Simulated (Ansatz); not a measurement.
Job for Ansatz (a program for electronic structure): R-SVWN5/def2-TZVPP on GaH3Se2 (SMILES [SeH][GaH][SeH]), a point of a torsion scan.

Ansatz 0.2 input:
```yaml
crystal:
  periodic: [false, false, false]
  atoms:
    - {symbol: Se, position_ang: [-2.25369246, -0.50592155, -0.85915088]}
    - {symbol: Ga, position_ang: [-0.01947714, 0.16668443, -0.67991015]}
    - {symbol: Se, position_ang: [1.41314724, 0.45393077, -2.50638590]}
    - {symbol: H, position_ang: [-2.21895623, -1.15226400, 0.43410705]}
    - {symbol: H, position_ang: [0.57662437, 0.40967877, 0.76639359]}
    - {symbol: H, position_ang: [2.51449050, 0.85853412, -1.66291059]}
basis:
  gaussian:
    orbitals: def2-TZVPP
hamiltonian:
  xc: {name: SVWN5}
scf: {lower_state_search: off}
```

It printed:

```
WARN ansatz: RAYON_NUM_THREADS=1 ignored (pool sized by the plan → 1); use --threads N
Functional definition: SVWN5
these checks for a lower state are left out or cut short: stability, starts, cluster_reference, orbital_swaps, neighbouring_geometries, increment
integrals: 0.13 GiB planned
1319 factors; their error is unknown
mean field: 0.74 GiB planned
mean field evaluation 1: about -182857.8708 eV, gradient 4.4e1 eV
mean field evaluation 2: about -182855.1547 eV, gradient 6.7e1 eV
mean field evaluation 4: about -182860.1835 eV, gradient 3.3e0 eV
mean field evaluation 8: about -182860.1495 eV, gradient 1.7e-1 eV
mean field evaluation 16: about -182860.1495 eV, gradient 3.3e-5 eV
mean field -182860.14953467 eV, -6719.9865483380 hartree, gradient 4.7e-6 eV, S^2 0.000000; 0 other end points of the search recorded, 0 dependent functions left out
reference -182860.14956971 eV, -6719.9865496257 hartree; 51, 51 occupied and 135, 135 virtual orbitals, 1319 factors
Total energy: -182860.14956971 eV, -6719.9865496257 hartree
Checks for a lower state left out: stability, starts, cluster_reference, orbital_swaps, neighbouring_geometries, increment
```

The calculation finished and met its thresholds.

Cost: around 2.0 core-seconds (rough).
